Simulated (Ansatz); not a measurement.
This geometry of H3OTe (5 atoms, charge 1, multiplicity 1) is a first-order saddle point.

Method: RKS PBE-D4/def2-SVP in Ansatz 0.2.0.

```xyz
5
Properties=species:S:1:pos:R:3
O -0.362 -0.707 -0.178
Te 1.221 0.811 -0.527
H -1.013 -0.463 0.521
H -0.001 -1.591 0.073
H 0.156 1.950 0.111
```

Problem. Which two structures does it join? (They come from a converged band through this point; their orientation in space is the band's.)

Solution. No bond is made or broken. The dihedral H4–O1–Te2–H5 goes from 113 to -70°.

Initial state:

```xyz
5
Properties=species:S:1:pos:R:3
O -0.391 -0.584 0.064
Te 1.244 0.856 0.127
H -0.767 -0.879 0.926
H -0.286 -1.362 -0.530
H 0.201 1.969 -0.587
```

Final state:

```xyz
5
Properties=species:S:1:pos:R:3
O -0.522 -0.631 0.037
Te -0.234 1.438 -0.554
H -0.546 -0.857 0.995
H -0.063 -1.342 -0.467
H 1.365 1.392 -0.011
```

Problem. How far does it lie above each of them?

Solution. 3.4 kcal/mol above the first and 3.1 kcal/mol above the second. This is the barrier of this one path; another mechanism may lie lower.

Run time: 4.1 min on 1 thread of Intel(R) Xeon(R) Processor @ 2.50GHz (Skylake/Cascade Lake), on a shared host, peak memory 0.11 GiB.
